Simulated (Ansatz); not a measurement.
A series at B: from `SB(S)S`, ligands are replaced one by one, each step taking up H₂ and setting free H₂S; n counts the steps. Ansatz, PBE0-D4/def2-TZVP geometries. Each molecule was computed in one conformer, which needn't be the lowest.

CBS adds triple-zeta CCSD(T) − MP2 to the MP2 limit, frozen cores; atoms without spin–orbit coupling. 

```json
{"n": "0", "molecule": "`SB(S)S`", "atomization energy, CCSD(T)/CBS (kJ/mol)": "?"}
{"n": "1", "molecule": "`SBS`", "atomization energy, CCSD(T)/CBS (kJ/mol)": "1933.9"}
{"n": "2", "molecule": "`BS`", "atomization energy, CCSD(T)/CBS (kJ/mol)": "1570.3"}
{"n": "3", "molecule": "BH₃", "atomization energy, CCSD(T)/CBS (kJ/mol)": "1175.4"}
```

Question: By hand: fit a straight line y = ȳ + b (n − n̄) to the 3 given rows and predict n = 0.

Answer: n̄ = 2.000, ȳ = 1559.87; Σ(n − n̄)(y − ȳ) = -758.50, Σ(n − n̄)² = 2.000, so b = -379.25 kJ/mol a step. Prediction: 1559.87 + (-379.25) × (-2.000) = 2318.4 kJ/mol.

Question: By hand: compare with the computed value, 2276.6 kJ/mol, and give the steps along the whole series.

Answer: The line misses by -41.8 kJ/mol (computed minus predicted). Steps: -342.7, -363.6, -394.9 kJ/mol.

The steps differ by up to 52.2 kJ/mol, small against a whole step but well beyond the method's doubt, so the ligands' effects don't simply add. The miss is 3.8 % of the series' range. The energies themselves are unsure by some kJ/mol a bond, though much of that is common to the series.
